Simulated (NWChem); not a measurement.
arsine (AsH3); SMILES [AsH3]

Program: NWChem. Geometry: optimised at PBE0/def2-SVP. Ions are spin-unrestricted doublets at the neutral geometry; other ion states weren't tried.

**Question.** What does the run give for CAM-B3LYP/def2-SVP? Quantities: vertical ionisation energy, ΔSCF (eV); −ε(HOMO) (eV).

**Answer.** vertical ionisation energy, ΔSCF (eV): 10.48
−ε(HOMO) (eV): 9.05
